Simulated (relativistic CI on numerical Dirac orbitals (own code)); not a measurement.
Spin-allowed bands of a d3 ion in an octahedral site, by hand

Problem. Take Δ = 17200 cm⁻¹ and B = 790 cm⁻¹ for a d3 ion in an octahedral site. Calculate the three spin-allowed bands.

Working.
1. The terms of highest spin are 4F (energy 0) and 4P (15B = 11850 cm⁻¹). Here the F term splits into A2 at −1.2Δ = -20640, T2 at −0.2Δ = -3440 and T1 at +0.6Δ = 10320 cm⁻¹.
2. The two T1 states mix through the element 0.4Δ: H = [[10320, 6880], [6880, 11850]], with roots ½(H₁₁ + H₂₂) ∓ ½√[(H₂₂ − H₁₁)² + 4H₁₂²] = ½(22170) ∓ ½(13845) = 4163 and 18007 cm⁻¹.
3. The ground term is 4A2 at -20640 cm⁻¹.
4. Bands: 4T2 17200 cm⁻¹ (581 nm), 4T1(F) 24803 cm⁻¹ (403 nm), 4T1(P) 38647 cm⁻¹ (259 nm).

Check. Exact diagonalisation of the whole d3 shell with these parameters gives 4T2 17200, 4T1 24803, 4T1 38647 cm⁻¹. The match is exact, since without spin-orbit coupling no other term has this spin. The ratio of the second band to the first, 1.442, depends on Δ/B = 21.8 alone, which is how a Tanabe-Sugano diagram is read.
